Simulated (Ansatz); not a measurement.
Computed with B3LYP-D3(BJ)/def2-SVP run with Ansatz (an electronic-structure program). No frequencies were computed at this level.

Ansatz 0.2 input:
```yaml
crystal:
  periodic: [false, false, false]
  atoms:
    - { symbol: O, position_ang: [3.719593, -0.282391, -0.148419] }
    - { symbol: C, position_ang: [2.706828, -0.475986, -0.768359] }
    - { symbol: C, position_ang: [1.374181, 0.006926, -0.377923] }
    - { symbol: C, position_ang: [0.263693, -0.175754, -1.123466] }
    - { symbol: Si, position_ang: [-1.191225, 0.638419, -0.238351] }
    - { symbol: C, position_ang: [-2.448558, -0.740564, 0.334199] }
    - { symbol: F, position_ang: [-1.866176, -1.754266, 0.997859] }
    - { symbol: F, position_ang: [-3.098431, -1.293664, -0.708543] }
    - { symbol: F, position_ang: [-3.401751, -0.249966, 1.148686] }
    - { symbol: C, position_ang: [-0.047584, 1.14151, 1.168905] }
    - { symbol: C, position_ang: [1.195145, 0.733034, 0.882745] }
    - { symbol: H, position_ang: [2.710916, -1.048446, -1.716623] }
    - { symbol: H, position_ang: [0.284898, -0.696705, -2.06543] }
    - { symbol: H, position_ang: [-1.975096, 1.628052, -0.965668] }
    - { symbol: H, position_ang: [-0.285009, 1.680149, 2.069755] }
    - { symbol: H, position_ang: [2.058576, 0.889654, 1.510632] }
basis:
  gaussian: { orbitals: def2-svp }
hamiltonian:
  xc: b3lyp
  dispersion: d3bj
relax:
  max_steps: 150
```

Output:

```
Functional definition: B3LYP
2007 factors; integrals over basis functions are off by at most 3.1e-4 eV
mean field evaluation 1: about -24352.2908 eV, gradient 6.9e1 eV
mean field evaluation 2: about -24340.4499 eV, gradient 1.0e2 eV
mean field evaluation 4: about -24362.6173 eV, gradient 8.9e0 eV
mean field evaluation 8: about -24362.8376 eV, gradient 3.2e-1 eV
mean field evaluation 16: about -24362.8378 eV, gradient 9.1e-5 eV
mean field -24362.83782072 eV, -895.3177761869 hartree, gradient 1.4e-5 eV, S^2 0.000000; 0 other end points of the search recorded, 0 dependent functions left out
reference -24362.83808615 eV, -895.3177859411 hartree; 45, 45 occupied and 138, 138 virtual orbitals, 2007 factors
relax step   1: F+E_penalty+E_count = -24363.64961527 eV  Δ(F+E_penalty+E_count) = +0.000e0 eV  max|allowed force component| = 8.996e-1 eV/Å  Δτ_max = 0.0000 Å  (32 SCF iters, accepted)
these checks for a lower state are left out or cut short: starts, cluster_reference, orbital_swaps, neighbouring_geometries, increment
2007 factors; integrals over basis functions are off by at most 3.1e-4 eV
mean field -24362.92434826 eV, -895.3209560152 hartree, gradient 2.7e-5 eV, S^2 0.000000; 0 other end points of the search recorded, 0 dependent functions left out
reference -24362.92461568 eV, -895.3209658429 hartree; 45, 45 occupied and 138, 138 virtual orbitals, 2007 factors
relax step   2: F+E_penalty+E_count = -24363.73464859 eV  Δ(F+E_penalty+E_count) = -8.503e-2 eV  max|allowed force component| = 2.452e-1 eV/Å  Δτ_max = 0.0497 Å  (34 SCF iters, accepted)
these checks for a lower state are left out or cut short: starts, cluster_reference, orbital_swaps, neighbouring_geometries, increment
2007 factors; integrals over basis functions are off by at most 3.1e-4 eV
mean field evaluation 32: about -24362.9292 eV, gradient 1.2e-5 eV
mean field -24362.92917073 eV, -895.3211332378 hartree, gradient 1.2e-5 eV, S^2 0.000000; 0 other end points of the search recorded, 0 dependent functions left out
reference -24362.92943894 eV, -895.3211430944 hartree; 45, 45 occupied and 138, 138 virtual orbitals, 2007 factors
relax step   3: F+E_penalty+E_count = -24363.73969977 eV  Δ(F+E_penalty+E_count) = -5.051e-3 eV  max|allowed force component| = 1.993e-1 eV/Å  Δτ_max = 0.0400 Å  (35 SCF iters, accepted)
these checks for a lower state are left out or cut short: starts, cluster_reference, orbital_swaps, neighbouring_geometries, increment
2007 factors; integrals over basis functions are off by at most 3.1e-4 eV
mean field -24362.92904844 eV, -895.3211287436 hartree, gradient 8.1e-6 eV, S^2 0.000000; 0 other end points of the search recorded, 0 dependent functions left out
reference -24362.92931689 eV, -895.3211386090 hartree; 45, 45 occupied and 138, 138 virtual orbitals, 2007 factors
relax step   4: F+E_penalty+E_count = -24363.74011056 eV  Δ(F+E_penalty+E_count) = -4.108e-4 eV  max|allowed force component| = 1.520e-1 eV/Å  Δτ_max = 0.0212 Å  (35 SCF iters, accepted)
these checks for a lower state are left out or cut short: starts, cluster_reference, orbital_swaps, neighbouring_geometries, increment
2007 factors; integrals over basis functions are off by at most 3.1e-4 eV
mean field -24362.93127069 eV, -895.3212104098 hartree, gradient 2.7e-5 eV, S^2 0.000000; 0 other end points of the search recorded, 0 dependent functions left out
reference -24362.93153909 eV, -895.3212202733 hartree; 45, 45 occupied and 138, 138 virtual orbitals, 2007 factors
relax step   5: F+E_penalty+E_count = -24363.74176822 eV  Δ(F+E_penalty+E_count) = -1.658e-3 eV  max|allowed force component| = 1.391e-1 eV/Å  Δτ_max = 0.0205 Å  (35 SCF iters, accepted)
these checks for a lower state are left out or cut short: starts, cluster_reference, orbital_swaps, neighbouring_geometries, increment
2007 factors; integrals over basis functions are off by at most 3.2e-4 eV
mean field -24362.93309566 eV, -895.3212774762 hartree, gradient 8.1e-6 eV, S^2 0.000000; 0 other end points of the search recorded, 0 dependent functions left out
reference -24362.93336401 eV, -895.3212873382 hartree; 45, 45 occupied and 138, 138 virtual orbitals, 2007 factors
relax step   6: F+E_penalty+E_count = -24363.74319479 eV  Δ(F+E_penalty+E_count) = -1.427e-3 eV  max|allowed force component| = 1.478e-2 eV/Å  Δτ_max = 0.0153 Å  (34 SCF iters, accepted)
these checks for a lower state are left out or cut short: starts, cluster_reference, orbital_swaps, neighbouring_geometries, increment
2007 factors; integrals over basis functions are off by at most 3.2e-4 eV
mean field -24362.93379298 eV, -895.3213031025 hartree, gradient 2.1e-5 eV, S^2 0.000000; 0 other end points of the search recorded, 0 dependent functions left out
reference -24362.93406128 eV, -895.3213129623 hartree; 45, 45 occupied and 138, 138 virtual orbitals, 2007 factors
relax step   7: F+E_penalty+E_count = -24363.74335702 eV  Δ(F+E_penalty+E_count) = -1.622e-4 eV  max|allowed force component| = 8.577e-3 eV/Å  Δτ_max = 0.0129 Å  (27 SCF iters, accepted)
2007 factors; integrals over basis functions are off by at most 3.2e-4 eV
mean field evaluation 64: about -24341.4856 eV, gradient 1.0e2 eV
mean field -24362.93379298 eV, -895.3213031025 hartree, gradient 2.1e-5 eV, S^2 0.000000; 1 other end points of the search recorded, 0 dependent functions left out
reference -24362.93406128 eV, -895.3213129623 hartree; 45, 45 occupied and 138, 138 virtual orbitals, 2007 factors
Total energy: -24363.74362532 eV, -895.3510638921 hartree
Atom 0 at     3.706403    -0.303187    -0.126573 Å, force     0.001500    -0.000333     0.001896 eV/Å
Atom 1 at     2.708089    -0.479928    -0.785008 Å, force    -0.002938     0.002635     0.003662 eV/Å
Atom 2 at     1.362654     0.006545    -0.390090 Å, force     0.000142     0.007143     0.001892 eV/Å
Atom 3 at     0.253708    -0.195855    -1.146597 Å, force    -0.005394    -0.000353     0.001913 eV/Å
Atom 4 at    -1.170275     0.594162    -0.211978 Å, force    -0.000323    -0.005553     0.002812 eV/Å
Atom 5 at    -2.452011    -0.747320     0.337216 Å, force     0.001768     0.002274    -0.000308 eV/Å
Atom 6 at    -1.868886    -1.766219     0.996911 Å, force     0.003324    -0.008577     0.005395 eV/Å
Atom 7 at    -3.093744    -1.275036    -0.728530 Å, force    -0.004430    -0.000474    -0.006446 eV/Å
Atom 8 at    -3.393465    -0.226456     1.153151 Å, force    -0.003546     0.004988     0.003076 eV/Å
Atom 9 at    -0.069526     1.157219     1.189064 Å, force     0.001585    -0.000088    -0.006695 eV/Å
Atom 10 at     1.183457     0.751232     0.889529 Å, force    -0.001848    -0.005212    -0.004681 eV/Å
Atom 11 at     2.736019    -1.033565    -1.757831 Å, force     0.000991    -0.001937    -0.002047 eV/Å
Atom 12 at     0.286800    -0.738692    -2.094043 Å, force     0.003243     0.004552    -0.000341 eV/Å
Atom 13 at    -1.944808     1.629632    -0.942366 Å, force     0.000963    -0.000457    -0.002301 eV/Å
Atom 14 at    -0.308619     1.703680     2.102707 Å, force    -0.000684     0.002917     0.002449 eV/Å
Atom 15 at     2.064204     0.923790     1.514437 Å, force     0.005647    -0.001525    -0.000276 eV/Å
Dipole moment:    -0.122728     0.253254    -0.256974 e Å
```

Cost: roughly 70 core-seconds.
